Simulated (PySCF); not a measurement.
Working out the ionisation energy of As⁺

As⁺ [Ar] 3d10 4s2 4p2 (3P) → As²⁺ [Ar] 3d10 4s2 4p1 (2P). Calculation: PySCF 2.14, in Sapporo-DKH3-DZP-2012; scalar relativity by spin-free X2C-1e. Frozen: [Ar] 3d10. Energies in hartree (1 hartree = 27.21139 eV):

| part | As⁺ (lower) | As²⁺ (upper) |
| --- | --- | --- |
| UHF | -2258.618650 | -2257.956696 |
| CCSD correlation | -0.059041 | -0.047114 |
| (T) | -0.000718 | -0.000420 |

What does Hartree-Fock give?

(-2257.956696) − (-2258.618650) = 0.661954 hartree = 18.013 eV.

What do CCSD and CCSD(T) give?

The CCSD correlation energies differ by 0.011927 hartree = 0.325 eV and the triples by 0.000298 hartree = 0.008 eV, so CCSD gives 18.338 eV and CCSD(T) 18.346 eV.

Reference: 18.589 eV (measured; NIST Atomic Spectra Database, ionization energies), between the lowest levels; spin-orbit coupling is absent from the calculation.

A double-zeta basis recovers only part of the correlation energy.

What remains against the reference includes basis incompleteness, the frozen core and higher excitations.
